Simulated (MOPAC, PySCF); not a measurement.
Dimer: C2H6 (SMILES CC) (first 8 atoms) with C2H6O (SMILES COC); geometry from B3LYP-D3(BJ)/def2-TZVP, rigid monomers moved along the line of their centres of mass till H5···O10 is 2.96 Å.
(charge 0, multiplicity 1):
```json
[
 {"atom": "C", "x (Å)": "-0.3239", "y (Å)": "0.7615", "z (Å)": "0.0300"},
 {"atom": "C", "x (Å)": "0.1725", "y (Å)": "-0.6803", "z (Å)": "-0.0351"},
 {"atom": "H", "x (Å)": "-1.3851", "y (Å)": "0.8256", "z (Å)": "-0.2208"},
 {"atom": "H", "x (Å)": "0.2178", "y (Å)": "1.3972", "z (Å)": "-0.6736"},
 {"atom": "H", "x (Å)": "-0.1888", "y (Å)": "1.1746", "z (Å)": "1.0301"},
 {"atom": "H", "x (Å)": "-0.3752", "y (Å)": "-1.3199", "z (Å)": "0.6602"},
 {"atom": "H", "x (Å)": "1.2313", "y (Å)": "-0.7461", "z (Å)": "0.2239"},
 {"atom": "H", "x (Å)": "0.0506", "y (Å)": "-1.1033", "z (Å)": "-1.0346"},
 {"atom": "C", "x (Å)": "1.1895", "y (Å)": "-0.3384", "z (Å)": "4.0862"},
 {"atom": "O", "x (Å)": "0.1145", "y (Å)": "0.5566", "z (Å)": "3.9059"},
 {"atom": "C", "x (Å)": "-1.1397", "y (Å)": "-0.0594", "z (Å)": "4.0933"},
 {"atom": "H", "x (Å)": "1.1371", "y (Å)": "-1.1747", "z (Å)": "3.3776"},
 {"atom": "H", "x (Å)": "1.2041", "y (Å)": "-0.7454", "z (Å)": "5.1060"},
 {"atom": "H", "x (Å)": "2.1093", "y (Å)": "0.2179", "z (Å)": "3.9119"},
 {"atom": "H", "x (Å)": "-1.2925", "y (Å)": "-0.8821", "z (Å)": "3.3828"},
 {"atom": "H", "x (Å)": "-1.9036", "y (Å)": "0.6987", "z (Å)": "3.9278"},
 {"atom": "H", "x (Å)": "-1.2424", "y (Å)": "-0.4564", "z (Å)": "5.1119"}
]
```

Monomers are frozen at their geometry in the pair; levels with a basis set take the counterpoise correction. Rows marked so take none.

Rows in 6-31G*, STO-3G carry no dispersion term and start afresh at each structure (6-31G* with six Cartesian d functions). The state that PM3, PM7 reach isn't checked; PM7 holds dispersion and hydrogen-bond terms.

The values were computed with MOPAC for PM3, PM7 (differences of heats of formation); PySCF for 6-31G* rows, STO-3G rows. Each number belongs to the level named beside it.

One of these levels gives -14.7 meV for the interaction energy. Which?
A. PM3
B. PM7
C. HF/STO-3G (no counterpoise)
D. B3LYP/6-31G* (no counterpoise)

A, PM3. The others give -51.1 (PM7), -1.4 (HF/STO-3G (no counterpoise)), -34.1 (B3LYP/6-31G* (no counterpoise))
